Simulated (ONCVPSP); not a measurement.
# germanium (Ge): one change to an ONCV potential, before and after

```
Element                 : germanium
Generator               : ONCVPSP 4.0.1
Type                    : optimised norm-conserving Vanderbilt (ONCV)
Functional              : PBE
Relativity              : fully relativistic
Frozen core             : [Ar] 3d10
Valence charge          : 4
Reference configuration : 4s1.5 4p2.5
Partial waves           : 4s: rc 1.40 bohr, ncon 4, nbas 7, qcut 4.4 1/bohr, local; 4p: rc 2.45 bohr, ncon 4, nbas 8, qcut 2.7 1/bohr, 1 projector
Local potential         : the s channel
Core correction         : none
```

Open shells are filled in proportion to 2j + 1.

All-electron outer shells of the reference configuration (PBE, scalar-relativistic, ld1.x):

```
shell  level (eV)  outermost node (bohr)  outermost maximum (bohr)
   3p     -116.53                   0.23                      0.54
   3d      -30.20                      –                      0.50
   4s      -12.22                   0.77                      1.73
   4p       -4.25                   0.82                      2.19
```

Change: s: rc 1.64.

Cutoffs: the cutoffs (Ha) at which the residual kinetic energy of the hardest occupied pseudo-wave falls to 1 and 0.1 mHa per electron; they do not see the model core or the augmentation charge, which bear on the density cutoff. Errors are all-electron minus pseudo energies relative to the spin-unpolarised reference configuration.

**Question.** Predict the effect on cutoff, ghosts and configuration errors.

**Answer.** The potential gets softer (26 Ha and 60 Ha → 8.9 Ha and 17 Ha); both files keep a bound ghost (p); of the 4 tests that both files solve, the error grows in 1 and shrinks in 0 by more than 15 % and 0.3 meV (median size 8.3 → 8.7 meV). A larger radius leaves more room for a smooth pseudo-wave, so fewer plane waves are needed.

| quantity | base | changed |
| --- | --- | --- |
| cutoff, loose | 26 Ha | 8.9 Ha |
| cutoff, tight | 60 Ha | 17 Ha |
| loose cutoff by channel | s 26 Ha, p 2.8 Ha | s 8.9 Ha, p 2.8 Ha |
| bound ghosts | p1/2 | p3/2, p1/2 |
| GHOST(+) flags under 300 eV | none | none |
| error for 4s2 4p2, meV [ΔE -3.95 eV] | +3.9 | +4.4 |
| error for 4s2 4p1, meV [ΔE 3.50 eV] | +2.7 | +3.4 |
| error for 4s2 4p0, meV [ΔE 18.94 eV] | -13 | -13 |
| error for 4s0 4p4, meV [ΔE 12.24 eV] | +41 | +47 |
| p3/2: phases at 2.48 bohr within 0.05 rad from the reference energy up to (Ha; the scan ends near 5) | 2.2 | 1.8 |
| p1/2: phases at 2.48 bohr within 0.05 rad from the reference energy up to (Ha; the scan ends near 5) | 1.7 | 1.9 |

 A true bound ghost makes a file unfit for plane-wave use even where its test errors are small: the radial tests pick states by their node count and pass the ghost by.
